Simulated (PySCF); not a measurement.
ClRb (SMILES [Cl][Rb]), singlet, geometry from GFN2-xTB (such geometries of metal compounds can be far from the true shape) (all electrons, no relativity) (in this run its highest filled SCF level lies above zero, so its values depend strongly on the basis, on diffuse functions most of all), with bond 2-1 at 1.3 times its length. Base run: PBE/STO-3G in PySCF.

Here is a job for PySCF.
```python
from pyscf import gto, scf, dft

mol = gto.M(
    atom='''
Rb   -0.00000000   -0.00000000   -0.85719931
Cl    0.00000000    0.00000000    2.68252961
''',
    basis='sto-3g',
    verbose=4,
)

mf = dft.RKS(mol)
mf.xc = 'pbe'
mf.kernel()
```

Each row names what was changed in the base input (with any setting that the change needs).

```csv
change,ΔE vs base (mEh),SCF cycles,outcome
base,0.000,8,converged
init_guess = atom,0.000,9,converged
init_guess = sap,0.000,9,converged
damp = 0.5; diis_start_cycle = 5,0.000,12,converged
solver = newton; init_guess = 1e,0.000,-,converged
init_guess = vsap,0.000,9,converged
conv_tol_grad = 1e-7,0.000,9,converged
DIIS = ADIIS,0.000,17,converged
DIIS = EDIIS,-,50,not converged
level_shift = 1.0 (with mf.max_cycle = 100),-,100,not converged
conv_tol = 1e-4,0.106,6,converged
diis = off (with mf.max_cycle = 100),-,100,not converged
solver = newton,0.000,-,converged
```
